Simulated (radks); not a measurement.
Excited configurations of the potassium ion K9+: one electron is placed in a higher orbital outside [He] 2s2 2p5. The ground configuration is [Ne]. All-electron calculation, Dirac Kohn-Sham, PBEsol, spin-unpolarised, spherical densities, finite nucleus; open shells fill j = l - 1/2 first; Fermi nuclear charge, rms radius 3.4349 fm. Program: a radial shooting solver on a logarithmic mesh with Libxc functionals. Excitation = E - E(ground); binding = E(ion) - E, where the ion is the core of charge +10; n* = 10/sqrt(2 binding) in atomic units. These energies are relativistic, and a one-electron ion of charge +10 with no core already has n* below n in this formula (Dirac formula, point nucleus: 3s1/2 2.998, 4s1/2 3.998, 4p1/2 3.998, 5p1/2 4.998, 5d3/2 4.999, 6d3/2 5.999, 6f5/2 5.999, 7f5/2 6.999). The quantum defect is therefore taken as that value minus n*, so that it holds no relativistic shift of the bare ion.

outer orbital  excitation (eV)  binding (eV)  quantum defect  <r> (bohr)
3s1/2                   299.43        205.05           0.422       1.004
4s1/2                   397.75        106.72           0.427       1.922
4p1/2                   405.00        99.474           0.300       1.966
5p1/2                   442.64        61.840           0.307       3.217
5d3/2                   447.28        57.200           0.122       3.276
6d3/2                   464.88        39.593           0.137       4.874
6f5/2                   466.09        38.387           0.046       4.733
7f5/2                   476.18        28.292           0.065       6.648

The Delta-SCF ionisation energy is 504.48 eV (NIST Atomic Spectra Database: 503.7 eV, semi-empirical). Self-interaction in the functional shifts the binding energies and quantum defects, so they are the method's values and not measured ones. Spin polarisation and multiplet splitting are left out, so open shells lie too high by an amount that depends on their filling.

Beside tabulated values, note that spin-unpolarised runs miss the spin-polarisation part of the exchange energy of open shells.
